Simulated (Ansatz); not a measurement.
Results of the Gaussian-basis code of Ansatz.

A structure relaxed at PBE0-D4/def2-TZVP, charge 0, multiplicity 1:

| atom | x (Å) | y (Å) | z (Å) |
| --- | --- | --- | --- |
| C1 | 1.096 | -0.069 | -1.211 |
| Si2 | -0.423 | -0.594 | -0.273 |
| C3 | -0.606 | 0.544 | 1.273 |
| F4 | -0.723 | 1.844 | 0.927 |
| F5 | 0.469 | 0.461 | 2.086 |
| Cl6 | -2.047 | 0.096 | 2.221 |
| H7 | 1.009 | 0.970 | -1.536 |
| H8 | 1.987 | -0.162 | -0.587 |
| H9 | 1.233 | -0.694 | -2.097 |
| H10 | -0.325 | -1.977 | 0.251 |
| H11 | -1.670 | -0.419 | -1.055 |

Give its formula and SMILES.

C2H5ClF2Si, `C[SiH2]C(F)(F)Cl`.

Point group (tolerance 0.08 Å, 0.16 Å for H)?

Cs.

Summarise the bond lengths by kind.

2 × C–Si 1.860 to 1.928 Å; 3 × C–H 1.092 to 1.093 Å; 2 × H–Si 1.482 Å; 2 × C–F 1.350 Å; 1 × C–Cl 1.782 Å.
